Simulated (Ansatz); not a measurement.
```xyz
7

Si    0.179    1.141    0.086
S     1.398   -0.352    0.990
Ge   -0.388   -1.059   -0.235
H     0.790    1.928   -1.011
H    -0.614    1.999    0.998
H    -1.415   -1.792    0.633
H     0.049   -1.865   -1.460
```

Total charge 0; spin multiplicity 1.

(1) List the PBE/def2-TZVPP orbital energies in eV (Ansatz). (An estimate is asked.)

Answers

(1) Ansatz gave: Occupied: -10804.93, -2395.51, -1780.37, -1338.29, -1191.73, -1191.69, -1191.68, -208.45, -162.86, -154.55, -154.53, -154.39, -138.07, -114.37, -114.26, -114.25, -94.83, -94.80, -94.75, -30.16, -30.12, -30.11, -30.04, -30.03, -18.06, -13.39, -12.62, -9.42, -9.20, -8.61, -7.79, -6.26, -6.12. Lowest empty: -1.47, -1.26, -0.66, -0.45, -0.06, 1.04, 2.18, 2.31.
